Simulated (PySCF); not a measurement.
# What a mistake does to a calculation on BClGeH5Si cation

Calculated results; nothing here was measured. The program is PySCF 2.14.0, an open-source quantum chemistry code, run on an isolated molecule that a program drew, which may never have been made. The molecule is BClGeH5Si cation (charge +1, singlet), drawn as the SMILES string `Cl[SiH+][BH][GeH3]`.

Each row is a Hartree-Fock (HF) and frozen-core CCSD(T) single point in the cc-pV(D+d)Z basis, meant for a local HF minimum. Run 1 is clean. Each other run has one planted mistake out of seven kinds, and not every kind appears here: one electron removed, one electron added, multiplicity raised by two, geometry at a saddle point, minimal basis STO-3G, one bond length entered in bohr, all coordinates scaled. The reference is restricted for singlets and unrestricted otherwise, and also for a bond in bohr. Adding or removing an electron swaps singlet and doublet. Electrons count all cores. HOMO and LUMO are orbital energies over both spins, the gradient is its largest component, and the lowest frequency (negative if imaginary) is given only where the gradient is small. Bond lengths are over the 8 bonds as drawn. T1 is the CCSD diagnostic: over 0.02 (restricted) or 0.045 (unrestricted) a single reference is doubtful. Germanium has the cc-pVDZ-PP basis, with a core potential (ECP10MDF) in place of its 10 inner electrons, and its 3s, 3p and 3d shells are frozen in CCSD(T).

Geometry of the clean run:
```xyz
9
BClGeH5Si cation, angstrom
Cl   -1.8087   -0.6956    0.0919
Si   -0.1578   -0.3981   -0.9563
B     1.2133   -1.8607   -1.1167
Ge    2.7680   -2.1339    0.3037
H    -0.0321    0.9694   -1.4657
H     1.1061   -2.5834   -2.0599
H     4.0591   -2.0505   -0.4986
H     2.5223   -3.5193    0.8860
H     2.7019   -1.0533    1.3780
```

| run | electrons | basis functions | <S^2> | HOMO (eV) | LUMO (eV) | gradient (hartree/bohr) | lowest frequency (cm^-1) | mean bond (Å) | longest bond (Å) | T1 | HF (hartree) | CCSD(T) (hartree) | mistake |
|---|---|---|---|---|---|---|---|---|---|---|---|---|---|
| 1 | 72 | 108 | 0.000 | -15.68 | -5.12 | 4.3e-06 | 42 | 1.6676 | 2.124 | 0.0160 | -1069.13584 | -1069.60062 | no fault |
| 2 | 72 | 108 | 2.023 | -13.34 | -6.84 | 5.3e-02 | - | 1.6676 | 2.124 | 0.0207 | -1069.04803 | -1069.50291 | multiplicity raised by two |
| 3 | 73 | 108 | 0.762 | -6.91 | -0.05 | 5.8e-02 | - | 1.6676 | 2.124 | 0.0324 | -1069.34450 | -1069.82969 | one electron added |
| 4 | 72 | 108 | 0.000 | -12.97 | -5.47 | 4.2e-02 | - | 1.8913 | 3.800 | 0.0267 | -1069.03082 | -1069.49341 | ? |

**Which mistake was planted in run 4, and what did it cost?**

The mean bond changes by a factor of 1.134 and the longest by 1.789, so the molecule wasn't scaled as a whole. A length L in bohr read as angstrom grows by (1/0.5292 - 1) L = 0.890 L. The 8 bonds together grew by 8 x 0.2237 = 1.790 Å, which gives L = 2.011 Å. That is bond Si2-B3, 2.011 Å in the clean geometry. So the mistake is: one bond length entered in bohr. Subtracting run 1 and multiplying by 627.51 kcal/mol a hartree, the energy moved by 65.9 kcal/mol in HF and 67.3 kcal/mol in CCSD(T).

